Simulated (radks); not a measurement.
Species: Ar I. Configuration: [Ne] 3s2 3p5 7p1 (not the ground configuration). All-electron calculation, scalar-relativistic Kohn-Sham, PBE, spin-unpolarised, spherical densities, point nucleus. Program: a radial shooting solver on a logarithmic mesh with Libxc functionals. Some entries of the table are withheld. Estimate them.

orbital  occ.  eigenvalue (eV)  <1/r> (bohr^-1)
1s          2              (1)            17.69
2s          2              (2)              (3)
2p          6        -242.8438            3.454
3s          2              (4)            1.014
3p          5         -21.1520              (5)
7p          1          -0.3858              (6)

Answer. 
(1) 1s eigenvalue (eV): -3133.573
(2) 2s eigenvalue (eV): -309.9133
(3) 2s <1/r> (bohr^-1): 3.554
(4) 3s eigenvalue (eV): -35.7282
(5) 3p <1/r> (bohr^-1): 0.8776
(6) 7p <1/r> (bohr^-1): 0.03714
